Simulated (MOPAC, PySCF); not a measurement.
Stepwise substitution at one centre (In F-Cl). Gas-phase values, no solvent. Strings in code marks are SMILES.

Quantity: redistribution energy (mixed species minus the weighted end members), in kcal/mol. Semi-empirical values (MOPAC) are differences of heats of formation.

Level 1: PBE0-D4/def2-TZVP (PySCF)
Level 2: B3LYP/LANL2DZ // PBE0-D4/def2-TZVP (PySCF)
Level 3: HF/6-31G* (LANL2DZ on In) // PBE0-D4/def2-TZVP (PySCF)
Level 4: PM7 // PBE0-D4/def2-TZVP (MOPAC)

```csv
species,level 2,level 3,level 4
2 of 3 F replaced by Cl: `[Cl][In]([F])[Cl]`,0.38,-0.41,-1.47
1 of 3 F replaced by Cl: `[F][In]([F])[Cl]`,0.33,-0.36,-1.54
```

Q: What does level 1 give for each?

A: 
- 2 of 3 F replaced by Cl: `[Cl][In]([F])[Cl]`: -0.69
- 1 of 3 F replaced by Cl: `[F][In]([F])[Cl]`: -0.77
